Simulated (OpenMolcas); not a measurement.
## What dynamic correlation does to the levels of N

- Program: OpenMolcas
- Basis: ANO-L-VDZP [3s2p1d]
- Scalar Hamiltonian: non-relativistic, point nucleus
- Active space: 5 electrons in 4 orbitals (2s 2p)
- State averaging: 2S+1 = 4 odd, 1 root; 2S+1 = 2 odd, 8 roots; 2S+1 = 4 even, 3 roots
- Spin-orbit coupling: state interaction with AMFI integrals over the reference wave functions, term energies averaged over their components

Methods on the same reference wave functions:
A. CASSCF
B. SS-CASPT2, IPEA 0.25 Eh, imaginary shift 0.1 Eh (closed shells correlated: 1s)

Energies in eV above 2s² 2p³ ⁴S°_3/2, the measured ground level; measured values from NIST Handbook of Basic Atomic Spectroscopic Data.

```tsv
Level	A	B	Measured
2s² 2p³ ⁴S°_3/2	0.0000	0.0000	0.0000
2s² 2p³ ²D°_3/2	2.8427	2.629	2.3846
2s² 2p³ ²D°_5/2	2.8428	2.630	2.3835
2s² 2p³ ²P°_3/2	3.7466	3.798	3.5756
2s² 2p³ ²P°_1/2	3.7469	3.798	3.5756
2s 2p⁴ ⁴P_5/2	11.2444	11.054	10.9239
2s 2p⁴ ⁴P_3/2	11.2522	11.062	10.9294
2s 2p⁴ ⁴P_1/2	11.2569	11.067	10.9318
```

Deviations, from unrounded energies. A percentage is the sum of absolute deviations over the sum of measured energies, with the sign that they share, or ± where signs differ.

```tsv
Against measurement	Levels	A	B
mean absolute deviation (cm-1)	7	2600	1500
other terms of the ground configuration (%)	4	+10.6	+7.8
other configurations (%)	3	+3.0	+1.2
```

B lies closest to measurement on these levels. The largest miss of B in the table is 2s² 2p³ ²D°_5/2, by +2000 cm-1. The ranking rests on the paired levels alone, and a cruder setting can come out closer through cancelling errors.

From A to B the spin-free energies of the other terms of 2s² 2p³ shown, above ⁴S°, scale by factors of 0.92 to 1.01.

The lowest spin-free term lies below A's lowest term by 0.076 hartree in B.

CASPT2 breaks the degeneracy within a term, and the mean is taken; among the terms shown or strongly mixed into the levels shown the widest spread is 230 cm-1 (2s² 2p³ ²D°, B). Without dynamic correlation excited terms often stand tens of per cent too high (terms of higher spin than the ground term too low), and those without a measured partner can miss by more than the paired ones (holds for A). Measured partners are found by configuration, term and J. A level has none where our copy of the source lacks it or the pairing is in doubt (some pairs that miss far off the trend of their configuration count as doubtful), and it then counts in no deviation. Levels of configurations outside the active space are missing.

° marks odd parity.
